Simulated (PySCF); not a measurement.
C3H10BN.

```xyz
15

B      0.0777    -0.0007     0.5058
C     -0.0715    -0.7509     1.8947
H     -0.5582    -1.7392     1.8363
H     -0.6492    -0.1307     2.6039
H      0.9203    -0.8893     2.3621
C      0.7529     1.4381     0.4324
H      1.6253     1.4468    -0.2450
H      1.0976     1.7918     1.4163
H      0.0494     2.1945     0.0402
N     -0.3982    -0.6268    -0.6585
C     -0.3753    -0.1423    -2.0226
H     -0.8233    -1.5442    -0.5621
H      0.0950     0.8490    -2.0635
H     -1.3920    -0.0460    -2.4452
H      0.1981    -0.8109    -2.6902
```
Charge 0, spin multiplicity 1.

The structure is a stationary point at B3LYP-D3(BJ)/def2-SVP. One conformer was computed; it need not be the lowest.

These are PBE/pcSseg-1 (PySCF) values and carry that method's errors. Non-relativistic, no solvent.

Computed absolute GIAO shielding of each atom: isotropic value and principal components (ppm):
```csv
atom,σ(iso),σ11,σ22,σ33,span
B1,52.4,20.2,29.2,107.8,87.7
C2,170.3,160.9,161.5,188.7,27.8
H3,31.3,27.6,29.8,36.6,9.0
H4,30.6,27.3,29.0,35.7,8.4
H5,30.6,27.3,28.9,35.7,8.4
C6,179.5,171.9,183.0,183.6,11.6
H7,30.9,26.8,29.5,36.4,9.6
H8,30.9,27.1,29.8,35.9,8.9
H9,30.9,26.9,29.4,36.5,9.6
N10,137.3,45.9,181.7,184.4,138.5
C11,146.6,122.8,137.5,179.4,56.7
H12,27.5,20.7,28.8,32.9,12.1
H13,28.2,24.0,29.2,31.4,7.3
H14,28.5,24.0,26.4,34.9,10.9
H15,28.5,24.0,26.4,34.9,10.9
```
